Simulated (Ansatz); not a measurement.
Zn3SeF4. Total charge 0; triplet. Geometry r2SCAN-D4/def2-SVP, that of the neutral singlet; atoms count from 1.

Cartesian coordinates in Å:
```
Zn 1.608 -1.079 0.247
Zn -1.133 1.089 -1.158
Zn -0.372 0.463 1.439
Se 1.110 1.221 -0.282
F -2.027 0.764 0.621
F 2.544 -2.500 -0.168
F -2.154 1.215 -2.576
F 0.424 -1.173 1.877
```

At PBE0-D4/def2-TZVP a singlet of charge 0 lies 4.33 eV below the triplet at the same geometry. The structure comes from a short search, and lower isomers may exist.

Problem. Estimate the Mulliken populations from the PBE0/def2-TZVP orbitals of Ansatz.

Solution. 
```json
{"atom": "Zn1", "charge (e)": "0.75", "spin (α − β)": "0.04", "d electrons": "10.07"}
{"atom": "Zn2", "charge (e)": "0.75", "spin (α − β)": "0.04", "d electrons": "10.07"}
{"atom": "Zn3", "charge (e)": "0.37", "spin (α − β)": "0.91", "d electrons": "10.02"}
{"atom": "Se4", "charge (e)": "0.03", "spin (α − β)": "0.89", "d electrons": "–"}
{"atom": "F5", "charge (e)": "-0.45", "spin (α − β)": "0.05", "d electrons": "–"}
{"atom": "F6", "charge (e)": "-0.50", "spin (α − β)": "0.02", "d electrons": "–"}
{"atom": "F7", "charge (e)": "-0.50", "spin (α − β)": "0.02", "d electrons": "–"}
{"atom": "F8", "charge (e)": "-0.45", "spin (α − β)": "0.05", "d electrons": "–"}
```
Mulliken values and Mayer orders depend strongly on the basis.

Problem. Where does the spin sit?

Solution. Summed by element: Zn 0.99, Se 0.89, F 0.12, of 2 unpaired in all. Largest on single atoms: Zn3 0.91, Se4 0.89, F8 0.05.

Problem. And the Mayer bond orders between bonded heavy atoms (over 0.3)?

Solution. Zn1–Se4 0.66 (2.41 Å); Zn1–F6 0.82 (1.75 Å); Zn1–F8 0.38 (2.02 Å); Zn2–Se4 0.66 (2.41 Å); Zn2–F5 0.38 (2.02 Å); Zn2–F7 0.82 (1.75 Å); Zn3–Se4 0.32 (2.39 Å); Zn3–F5 0.44 (1.87 Å); Zn3–F8 0.44 (1.87 Å).
